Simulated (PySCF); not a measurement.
CF3O2S, SMILES O=[S](=O)C(F)(F)F, multiplicity 2. Atoms are numbered in the order given.

```xyz
7

O      1.4886    -0.2066     1.2992
S      1.0328     0.3401     0.0000
O      1.4886    -0.2066    -1.2992
C     -0.8839    -0.0074     0.0000
F     -1.0902    -1.3102     0.0000
F     -1.4015     0.5389    -1.0848
F     -1.4015     0.5389     1.0848
```
Charge 0, spin multiplicity 2.

The structure is a stationary point at B3LYP-D3(BJ)/def2-SVP. The isomer is the one that the SMILES or the coordinates give; other isomers of the formula were not compared.

Calculation: PySCF with PBE0/def2-TZVP.

ESP charges are fitted to the potential on shells at 1.4 to 2.0 van der Waals radii. Atomic charges (e):

| atom | Löwdin | ESP fit | Mulliken | meta-Löwdin | Mulliken spin |
|---|---|---|---|---|---|
| O1 | -0.26 | -0.30 | -0.35 | -0.67 | 0.27 |
| S2 | 0.66 | 0.52 | 0.64 | 1.37 | 0.26 |
| O3 | -0.26 | -0.30 | -0.35 | -0.67 | 0.27 |
| C4 | -0.85 | 0.34 | 0.38 | 0.66 | 0.17 |
| F5 | 0.24 | -0.05 | -0.11 | -0.22 | 0.02 |
| F6 | 0.23 | -0.10 | -0.11 | -0.23 | 0.01 |
| F7 | 0.23 | -0.10 | -0.11 | -0.23 | 0.01 |

Computed Mayer and Wiberg (Löwdin basis) orders of the bonds:
| bond | Mayer | Wiberg |
|---|---|---|
| O1–S2 | 1.79 | 2.44 |
| S2–O3 | 1.79 | 2.44 |
| S2–C4 | 0.80 | 0.97 |
| C4–F5 | 1.18 | 1.87 |
| C4–F6 | 1.17 | 1.86 |
| C4–F7 | 1.17 | 1.86 |
